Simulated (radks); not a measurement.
Q: The sulfur ion S+, configuration [Ne] 3s(up 1, down 1) 3p3 (the NIST ground configuration). Method: non-relativistic Kohn-Sham, TPSS, spin-polarised, spherical densities, point nucleus; open shells are filled with parallel spins first; meta-GGA in the generalised Kohn-Sham scheme; computed with a radial shooting solver on a logarithmic mesh with Libxc functionals. Some entries of the table are withheld. Estimate them.

| orbital | occ. | eigenvalue (eV) | <r^2> (bohr^2) |
|---|---|---|---|
| 1s up | 1 | -2417.591 | 0.01270 |
| 1s down | 1 | -2417.106 | 0.01270 |
| 2s up | 1 | -223.6771 | 0.2740 |
| 2s down | 1 | -223.2664 | 0.2735 |
| 2p up | 3 | -168.7316 | (1) |
| 2p down | 3 | -168.1122 | (2) |
| 3s up | 1 | -29.1964 | 3.077 |
| 3s down | 1 | -25.1999 | 3.200 |
| 3p up | 3 | (3) | 4.081 |
| 3p down | 0 | (4) | 4.545 |

A: 
(1) 2p up <r^2> (bohr^2): 0.2452
(2) 2p down <r^2> (bohr^2): 0.2445
(3) 3p up eigenvalue (eV): -18.1151
(4) 3p down eigenvalue (eV): -14.5311
